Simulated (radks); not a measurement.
Question: The table gives one normalised radial function P(r) = r R(r) of Li2+ in 1s1 (r in bohr). Method: non-relativistic Kohn-Sham, Slater X-alpha with alpha = 0.676, spin-polarised, spherical densities, point nucleus; open shells are filled with parallel spins first; computed with a radial shooting solver on a logarithmic mesh with Libxc functionals.

| r | P |
|---|---|
| 0.02445 | 0.2335 |
| 0.02846 | 0.2686 |
| 0.03314 | 0.3083 |
| 0.03858 | 0.3531 |
| 0.04491 | 0.4034 |
| 0.05228 | 0.4593 |
| 0.06086 | 0.5210 |
| 0.07085 | 0.5886 |
| 0.08249 | 0.6617 |
| 0.09603 | 0.7396 |
| 0.1118 | 0.8211 |
| 0.1301 | 0.9045 |
| 0.1515 | 0.9875 |
| 0.1764 | 1.0669 |
| 0.2053 | 1.1387 |
| 0.239 | 1.1983 |
| 0.2783 | 1.2406 |
| 0.324 | 1.2602 |
| 0.3771 | 1.2524 |
| 0.4391 | 1.2133 |
| 0.5111 | 1.1412 |
| 0.595 | 1.0374 |
| 0.6927 | 0.9063 |
| 0.8064 | 0.7562 |
| 0.9388 | 0.5981 |
| 1.093 | 0.4447 |
| 1.272 | 0.3078 |
| 1.481 | 0.1960 |
| 1.724 | 0.1134 |
| 2.007 | 0.0587 |

Which n and l does it have? It may be an empty orbital.

Answer: n = 1, l = 0: the number of nodes gives n - l - 1 = 0, the rise at small r (about r^(l+1)) gives l, and the extent must fit the shell. The curve is that of 1s up; the table hardly tells the two spins apart. 1s up: eigenvalue -101.37 eV, 0 radial nodes, <r> = 0.510 bohr, 90 % of the charge inside 0.908 bohr.
